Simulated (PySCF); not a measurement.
Simulated C 1s region for `O=Cc1nnco1`, binding energy against the vacuum level.

Every computed line was given a Gaussian of 0.5 eV full width at half maximum and an area set by the number of equivalent atoms; the highest printed point is 100. Theory: delta-SCF UKS SCAN, pcX-2 on the ionised atom, pcseg-1 elsewhere, spin-free X2C in PySCF 2.14.0.

(binding energy (eV), intensity): (293.3, 0), (293.4, 1), (293.5, 5), (293.6, 13), (293.7, 29), (293.8, 53), (293.9, 78), (294.0, 95), (294.1, 100), (294.2, 93), (294.3, 81), (294.4, 66), (294.5, 50), (294.6, 33), (294.7, 18), (294.8, 8), (294.9, 3), (295.0, 1), (295.1, 0)

How many maxima does the curve show, and how many computed lines lie under it?

The curve has 1 maximum (at 294.1 eV). Under it lie 3 lines from 3 inequivalent carbon sites. At this width some lines have no maximum of their own.

Decompose the envelope and assign each component. Numbering: `[O:1]=[CH:2][c:3]1[n:4][n:5][cH:6][o:7]1`.

```csv
position (eV),relative area,line,atoms,environment
293.98,1,C 1s,C3,substituted aromatic carbon
294.08,1,C 1s,C6,aromatic CH next to a ring nitrogen
294.41,1,C 1s,C2,aldehyde carbon
```

The listed C 1s values span 0.43 eV, from C3 (bonded to O (aromatic in the SMILES), N (aromatic in the SMILES) and C) to C2 (bonded to O (double bond), C and H). Summing the Pauling electronegativity differences to the bonded atoms, each weighted by its formal bond order, gives +2.07 for the lowest site and +1.43 for the highest; the largest sum, +2.07, belongs to C3, 0.43 eV below the top. The smallest sum, +1.43, belongs to C2, 0.43 eV above the lowest.

The curve has no shake-up lines and no vibrational structure. The structure is a single GFN2-xTB conformer in the gas phase; no vibrational or solvent corrections.

Conformer computed: `[O:1]=[CH:2][c:3]1[n:4][n:5][cH:6][o:7]1`: O1–C2–C3–N4 180°.
